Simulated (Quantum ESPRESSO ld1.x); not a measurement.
The nuclear charge of the nickel ion Ni+ is varied continuously with 27 electrons held in [Ar] 3d9. Method: Dirac Kohn-Sham, LDA (Slater exchange, VWN5 correlation), spin-unpolarised, spherical densities, point nucleus; open shells fill j = l - 1/2 first; computed with ld1.x of Quantum ESPRESSO 7.5. By the Hellmann-Feynman theorem dE/dZ = E(electron-nucleus)/Z, the electronic potential at the nucleus.

Z = 27: E (hartree) -1390.830; E(electron-nucleus)/Z (hartree) -123.867; HOMO 3d5/2; e(HOMO) (eV) -1.962; <r> HOMO (bohr) 1.352
Z = 27.1: E (hartree) -1403.249; E(electron-nucleus)/Z (hartree) -124.506; HOMO 3d5/2; e(HOMO) (eV) -2.788; <r> HOMO (bohr) 1.312
Z = 27.2: E (hartree) -1415.732; E(electron-nucleus)/Z (hartree) -125.144; HOMO 3d5/2; e(HOMO) (eV) -3.689; <r> HOMO (bohr) 1.276
Z = 27.3: E (hartree) -1428.278; E(electron-nucleus)/Z (hartree) -125.780; HOMO 3d5/2; e(HOMO) (eV) -4.660; <r> HOMO (bohr) 1.244
Z = 27.4: E (hartree) -1440.887; E(electron-nucleus)/Z (hartree) -126.415; HOMO 3d5/2; e(HOMO) (eV) -5.699; <r> HOMO (bohr) 1.214
Z = 27.5: E (hartree) -1453.561; E(electron-nucleus)/Z (hartree) -127.049; HOMO 3d5/2; e(HOMO) (eV) -6.803; <r> HOMO (bohr) 1.187
Z = 27.6: E (hartree) -1466.297; E(electron-nucleus)/Z (hartree) -127.683; HOMO 3d5/2; e(HOMO) (eV) -7.968; <r> HOMO (bohr) 1.162
Z = 27.7: E (hartree) -1479.097; E(electron-nucleus)/Z (hartree) -128.315; HOMO 3d5/2; e(HOMO) (eV) -9.192; <r> HOMO (bohr) 1.138
Z = 27.8: E (hartree) -1491.960; E(electron-nucleus)/Z (hartree) -128.947; HOMO 3d5/2; e(HOMO) (eV) -10.474; <r> HOMO (bohr) 1.116
Z = 27.9: E (hartree) -1504.887; E(electron-nucleus)/Z (hartree) -129.578; HOMO 3d5/2; e(HOMO) (eV) -11.813; <r> HOMO (bohr) 1.095
Z = 28: E (hartree) -1517.876; E(electron-nucleus)/Z (hartree) -130.208; HOMO 3d5/2; e(HOMO) (eV) -13.205; <r> HOMO (bohr) 1.075
Z = 28.1: E (hartree) -1530.928; E(electron-nucleus)/Z (hartree) -130.837; HOMO 3d5/2; e(HOMO) (eV) -14.651; <r> HOMO (bohr) 1.057
Z = 28.2: E (hartree) -1544.043; E(electron-nucleus)/Z (hartree) -131.467; HOMO 3d5/2; e(HOMO) (eV) -16.148; <r> HOMO (bohr) 1.039
Z = 28.3: E (hartree) -1557.221; E(electron-nucleus)/Z (hartree) -132.095; HOMO 3d5/2; e(HOMO) (eV) -17.695; <r> HOMO (bohr) 1.023
Z = 28.4: E (hartree) -1570.462; E(electron-nucleus)/Z (hartree) -132.723; HOMO 3d5/2; e(HOMO) (eV) -19.292; <r> HOMO (bohr) 1.007
Z = 28.5: E (hartree) -1583.766; E(electron-nucleus)/Z (hartree) -133.351; HOMO 3d5/2; e(HOMO) (eV) -20.937; <r> HOMO (bohr) 0.9915
Z = 28.6: E (hartree) -1597.133; E(electron-nucleus)/Z (hartree) -133.978; HOMO 3d5/2; e(HOMO) (eV) -22.630; <r> HOMO (bohr) 0.9769
Z = 28.7: E (hartree) -1610.562; E(electron-nucleus)/Z (hartree) -134.605; HOMO 3d5/2; e(HOMO) (eV) -24.369; <r> HOMO (bohr) 0.9630
Z = 28.8: E (hartree) -1624.054; E(electron-nucleus)/Z (hartree) -135.232; HOMO 3d5/2; e(HOMO) (eV) -26.154; <r> HOMO (bohr) 0.9497
Z = 28.9: E (hartree) -1637.608; E(electron-nucleus)/Z (hartree) -135.858; HOMO 3d5/2; e(HOMO) (eV) -27.984; <r> HOMO (bohr) 0.9368
Z = 29: E (hartree) -1651.225; E(electron-nucleus)/Z (hartree) -136.485; HOMO 3d5/2; e(HOMO) (eV) -29.858; <r> HOMO (bohr) 0.9245

The central difference of E at Z = 28 is -130.208 hartree, to compare with the third column; the second derivative is -6.3 hartree.
